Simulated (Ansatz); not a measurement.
Start from `C[NH][Ge]([O]C)([O]C)[O]C` and change one atom or group to get `C[O][Ge]([OH])([O]C)[O]C`.

Ansatz, PBE0-D4/def2-TZVP geometries, multiplicity 1. Each molecule was computed in one conformer, which needn't be the lowest.

Scalar relativity is left out up to krypton.

| property | `C[NH][Ge]([O]C)([O]C)[O]C` |
| --- | --- |
| LUMO energy (PBE/def2-TZVPP) / eV | -0.53 |
| HOMO–LUMO gap (ωB97M-V/def2-TZVPP) / eV | 11.43 |
| size of the dipole moment (B3LYP/def2-TZVPP) / D | 1.68 |
| HOMO energy (PBE0/def2-TZVPP) / eV | -6.98 |
| HOMO–LUMO gap (PBE0/def2-TZVPP) / eV | 7.44 |
| size of the dipole moment (PBE/def2-TZVPP) / D | 1.62 |

**Question.** Give the same properties after the change, and the shifts. (Estimate.)

**Answer.** The calculation gave: 
| property | `C[O][Ge]([OH])([O]C)[O]C` | shift |
| --- | --- | --- |
| LUMO energy (PBE/def2-TZVPP) / eV | -0.99 | -0.46 |
| HOMO–LUMO gap (ωB97M-V/def2-TZVPP) / eV | 12.33 | 0.90 |
| size of the dipole moment (B3LYP/def2-TZVPP) / D | 0.24 | -1.44 |
| HOMO energy (PBE0/def2-TZVPP) / eV | -8.13 | -1.15 |
| HOMO–LUMO gap (PBE0/def2-TZVPP) / eV | 8.17 | 0.73 |
| size of the dipole moment (PBE/def2-TZVPP) / D | 0.23 | -1.39 |

With PBE0 the HOMO falls by 1.15 eV and the LUMO falls by 0.42 eV, so the gap widens by about 0.73 eV. PBE moves the HOMO by -0.94 eV and ωB97M-V by -1.22 eV. Dipoles are sizes alone; their direction can turn.

B3LYP here is the variant with VWN-RPA as its local correlation; programs differ in this.
